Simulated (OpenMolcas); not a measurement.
# C2+: terms and fine structure

```yaml
Program: OpenMolcas 26.06
Method: "MS-CASPT2, IPEA 0.25 Eh, imaginary shift 0.1 Eh (closed shells correlated: 1s)"
Basis: ANO-RCC-VQZP [5s4p3d2f1g]
Scalar_Hamiltonian: DKH2, point nucleus
Active_space: 2 electrons in 8 orbitals (2s 2p 3s 3p)
State_averaging: 2S+1 = 3 even, 3 roots; 2S+1 = 1 even, 7 roots; 2S+1 = 3 odd, 3 roots; 2S+1 = 1 odd, 3 roots
Spin-orbit_coupling: state interaction with AMFI integrals over the reference wave functions, term energies averaged over their components
```

With spin-orbit coupling, above the lowest level:

| Configuration | Term | J | E (cm⁻¹) | Measured (cm⁻¹) | Term weight % |
| --- | --- | --- | --- | --- | --- |
| 2s² | ¹S | 0 | 0.0 | 0.0 | 100 |
| 2s 2p | ³P° | 0 | 52329 | 52367 | 100 |
| 2s 2p | ³P° | 1 | 52356 | 52391 | 100 |
| 2s 2p | ³P° | 2 | 52410 | 52447 | 100 |
| 2s 2p | ¹P° | 1 | 103503 | 102352 | 100 |
| 2p² | ³P | 0 | 137383 | 137426 | 100 |
| 2p² | ³P | 1 | 137410 | 137454 | 100 |
| 2p² | ³P | 2 | 137463 | 137502 | 100 |
| 2p² | ¹D | 2 | 146788 | 145876 | 100 |
| 2p² | ¹S | 0 | 182802 | 182520 | 100 |

Against the 9 measured excited levels shown (Moore, Selected Tables of Atomic Spectra, NSRDS-NBS 3, section 3) the mean absolute deviation is 290 cm-1; the largest miss in energy is 2s 2p ¹P°₁: computed 103503, measured 102352 cm⁻¹ (+1.1 %).

Active for correlation alone: 3p 3s; no level in the range computed is led by a configuration that fills them, so any true level of that kind is missing. Measured partners are found by configuration, term and J. A level has none where our copy of the source lacks it or the pairing is in doubt (some pairs that miss far off the trend of their configuration count as doubtful), and it then counts in no deviation. Levels of configurations outside the active space are missing. The first state left out of the spin-orbit step lies near 250000 cm-1 above the lowest spin-free state of the reference (among the parities and spins computed), and the list stops at four fifths of that energy or lower.

The term weight is that of the spin-free term in the level, not the purity of its configuration. ° marks odd parity.
